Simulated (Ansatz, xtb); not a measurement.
# Relaxing a trial structure of CH5NOSi

The starting geometry of this gas-phase singlet was built from a drawn formula by distance geometry and a force field; its bonds are those of `C1N[SiH2]O1`.

```yaml
atoms:
  - { symbol: C, position_ang: [0.6542, 0.3332, -0.1896] }
  - { symbol: N, position_ang: [0.7865, -0.9517, 0.5015] }
  - { symbol: O, position_ang: [-0.6673, 0.6139, 0.3422] }
  - { symbol: Si, position_ang: [-0.8924, -1.0288, 0.6292] }
  - { symbol: H, position_ang: [0.6335, 0.2435, -1.2978] }
  - { symbol: H, position_ang: [1.4499, 1.0406, 0.0535] }
  - { symbol: H, position_ang: [1.1171, -0.7663, 1.4388] }
  - { symbol: H, position_ang: [-1.3015, -1.3512, 2.0177] }
  - { symbol: H, position_ang: [-1.4740, -1.7291, -0.5481] }
```

Question: Where would you expect an optimisation with r2SCAN-D4/def2-SVP to take it?

Answer: It keeps its bonds, and is `C1N[SiH2]O1`.

The energy falls by 0.75 eV over 10 steps:

```tsv
step	E − E(last) (eV)
1	0.748
2	0.227
3	0.156
4	0.097
5	0.056
6	0.010
7	0.005
8	0.005
9	0.000
10	0.000
```

Final geometry (Å):

```xyz
9

C     0.6521    0.3909   -0.1388
N     0.7995   -0.9660    0.4008
O    -0.7817    0.4923   -0.1514
Si   -0.9238   -1.0095    0.6250
H     1.0429    0.5035   -1.1697
H     1.1003    1.1794    0.5005
H     1.5874   -1.1925    0.9972
H    -1.4658   -0.9675    2.0199
H    -1.7050   -2.0265   -0.1359
```

From the same start GFN2-xTB reaches the same bonding as this run.

The end wasn't checked by frequencies. Run with Ansatz 0.2.0, 22 s on 2 threads of Arm Neoverse V2, on a shared host.
